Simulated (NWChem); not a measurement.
Program: NWChem. System: CH$_{4}$OPb, charge 0, spin multiplicity 1, at a geometry optimised with PBE0/def2-SVP with def2 effective core potentials on Pb. The structure started from a generated list of species. Level: MP2/def2-SVPD with def2 effective core potentials on Pb, 6 core orbitals frozen.

The NWChem input:

```
start mol
memory heap 200 mb stack 900 mb global 1100 mb
geometry units angstroms nocenter noautoz
  Pb     0.200139     0.413247     0.000000
  H      1.665804    -0.759865     0.000000
  O     -1.202457    -1.153166     0.000000
  C     -0.958319    -2.519825     0.000000
  H     -1.413794    -3.000986     0.888302
  H     -1.413794    -3.000986    -0.888302
  H      0.119972    -2.780144     0.000000
  symmetry group Cs
end
basis spherical
  * library def2-svpd
end
ecp
  Pb library def2-ecp
end
scf
  rhf
  nopen 0
  maxiter 100
  thresh 1e-7
  semidirect memsize 60000000 filesize 0
end
mp2
  freeze core 6
end
task mp2 energy
```

NWChem printed:

```
             Northwest Computational Chemistry Package (NWChem) 7.3.0
             --------------------------------------------------------

                                NWChem Input Module
                                -------------------

 Scaling coordinates for geometry "geometry" by  1.889725989
 (inverse scale =  0.529177249)

 Turning off AUTOSYM since
 SYMMETRY directive was detected!

                             Geometry "geometry" -> ""
                             -------------------------

 Output coordinates in angstroms (scale by  1.889725989 to convert to a.u.)

  No.       Tag          Charge          X              Y              Z
 ---- ---------------- ---------- -------------- -------------- --------------
    1 Pb                  82.0000     0.20013900     0.41324700     0.00000000
    2 H                    1.0000     1.66580400    -0.75986500     0.00000000
    3 O                    8.0000    -1.20245700    -1.15316600     0.00000000
    4 C                    6.0000    -0.95831900    -2.51982500     0.00000000
    5 H                    1.0000    -1.41379400    -3.00098600     0.88830200
    6 H                    1.0000    -1.41379400    -3.00098600    -0.88830200
    7 H                    1.0000     0.11997200    -2.78014400     0.00000000

 Effective nuclear repulsion energy (a.u.)     343.5794967408

            Nuclear Dipole moment (a.u.)
            ----------------------------
        X                 Y               Z
 ---------------- ---------------- ----------------
     0.0000302356    -0.0000094486     0.0000000000

      Symmetry information
      --------------------

 Group name             Cs
 Group number              2
 Group order               2
 No. of unique centers     6

      Symmetry unique atoms

     1    2    3    4    5    7


 Summary of "ao basis" -> "" (spherical)
 ------------------------------------------------------------------------------
       Tag                 Description            Shells   Functions and Types
 ---------------- ------------------------------  ------  ---------------------
[...]
     1   1 0 0      0.590889      0.000000    -22.692442
     1   0 1 0      0.830075      0.000000    -46.855425
     1   0 0 1     -0.000000      0.000000      0.000000

     2   2 0 0    -35.129341      0.000000     88.368205
     2   1 1 0      0.311376      0.000000    122.443275
     2   1 0 1      0.000000      0.000000      0.000000
     2   0 2 0    -31.636446      0.000000    281.438721
     2   0 1 1      0.000000      0.000000      0.000000
     2   0 0 2    -28.014279      0.000000      5.635714

                   NWChem MP2 Semi-direct Energy/Gradient Module
                   ---------------------------------------------

  Basis functions       =    107
  Molecular orbitals    =    107
  Frozen core           =      6
  Frozen virtuals       =      0
  Active alpha occupied =     14
  Active beta occupied  =     14
  Active alpha virtual  =     87
  Active beta virtual   =     87
  Use MO symmetry       = T
  Use skeleton AO sym   = T

  AO/Fock/Back tols     =   1.0D-09  1.0D-09  1.0D-09

 GA uses MA = F    GA memory limited = T

 Available:
  local mem=  1.26D+08
 global mem=  1.44D+08
 local disk=  0.00D+00
  mp2_memr nvloc                    87
  nvloc new                    87
   1 passes of  14:        3145728                      54414                  23802564.
   1 passes of  14: M    126147115           G      144156302           F     123001387.

 Semi-direct pass number   1 of   1  for RHF alpha+beta  at        4.6s
  vrange nnbf                  5743
  mp2_eaftype                    90  avail_ma_in_mb                  1099
 EAF : mp2_eaftype filesize          90   11901282.
  mp2_eaf for mointskh                     90
Node 0 wrote     56.0 Mb in      0.0 s     Agg I/O rate:  3254.4 Mb/s
 Done moints_semi at       10.6s
  mp2_eaftype                    90  avail_ma_in_mb                  1009
 EAF : mp2_eaftype filesize          90   11901282.
  mp2_eaf for kh                    90
 Done maket at       10.9s
 Done multipass loop at       10.9s

          -------------------------------------------
          SCF energy                -306.779354044088
          Correlation energy          -0.459706968491
          Singlet pairs               -0.290779730271
          Triplet pairs               -0.168927238220
          Total MP2 energy          -307.239061012579
          -------------------------------------------

          ---------------------------------------------------
                    Spin Component Scaled (SCS) MP2
          Same spin pairs                     -0.112618158814
          Same spin scaling factor             0.333333333333
          Opposite spin pairs                 -0.347088809677
          Opposite spin scaling fact.          1.200000000000
          SCS-MP2 correlation energy          -0.454045957884
          Total SCS-MP2 energy              -307.233400001972
          ---------------------------------------------------

 -----------------------
 Performance information
 -----------------------

 Timer overhead =  2.65D-07 seconds/call

               Nr. of calls         CPU time (s)                 Wall time (s)                GFlops
             ---------------    -------------------     ------------------------------   -------------------
Name         Min   Avg   Max    Min     Avg     Max     Min     Avg     Max   Mx/calls   Min     Max     Sum
mp2: moin     1     1     1    6.0     6.0     6.0      6.0     6.0     6.0     6.0      0.0     0.0     0.0
mp2: make     1     1     1   0.29    0.29    0.29     0.29    0.29    0.29    0.29      0.0     0.0     0.0
mp2: tota     1     1     1    6.4     6.4     6.4      6.4     6.4     6.4     6.4      0.0     0.0     0.0

 The average no. of pstat calls per process was 3.00D+00
 with a timing overhead of 7.94D-07s

 Task  times  cpu:       10.9s     wall:       10.9s

 Total times  cpu:       10.9s     wall:       10.9s
```
